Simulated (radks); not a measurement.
Results of a calculation; reference values are marked as such.
All-electron atom: the iron ion Fe3+ in [Ar] 3d5. Level of theory: scalar-relativistic Kohn-Sham, PBE, spin-polarised, spherical densities, point nucleus; open shells are filled with parallel spins first (a radial shooting solver on a logarithmic mesh with Libxc functionals).

Normalised radial functions P(r) = r R(r), r in bohr:

```
   r/bohr * 3p down (the largest magnitude, 1.17, reaches the edge; | marks zero)
 0.003977                             *
 0.004485                             *
 0.005056                             *
 0.005701                             *
 0.006428                             *
 0.007306                             *
 0.008237                             *
 0.009287                             *
  0.01047                             *
  0.01181                             |*
  0.01331                             |*
  0.01501                             |*
  0.01692                             |*
  0.01908                             |*
  0.02151                             | *
  0.02426                             | *
  0.02735                             | *
  0.03083                             |  *
  0.03477                             |   *
   0.0392                             |   *
   0.0442                             |    *
  0.04983                             |     *
  0.05618                             |      *
  0.06335                             |       *
  0.07142                             |        *
  0.08053                             |         *
  0.09153                             |           *
   0.1032                             |            *
   0.1164                             |             *
   0.1312                             |             *
   0.1479                             |             *
   0.1668                             |            *
    0.188                             |           *
    0.212                             |         *
    0.239                             |      *
   0.2695                             |   *
   0.3039                            *|
   0.3426                       *     |
   0.3863                  *          |
   0.4356             *               |
   0.4911         *                   |
   0.5537     *                       |
   0.6243   *                         |
   0.7039  *                          |
   0.7936   *                         |
   0.8948    *                        |
    1.009       *                     |
    1.147           *                 |
    1.293               *             |
    1.458                  *          |
    1.644                     *       |
    1.853                        *    |
    2.089                          *  |
    2.356                           * |
    2.656                            *|
    2.995                             *
    3.377                             *
    3.807                             *
```

3p down: eigenvalue -93.067 eV, 1 radial node at r = 0.297 bohr, <r> = 0.850 bohr, 90 % of the charge inside 1.31 bohr.
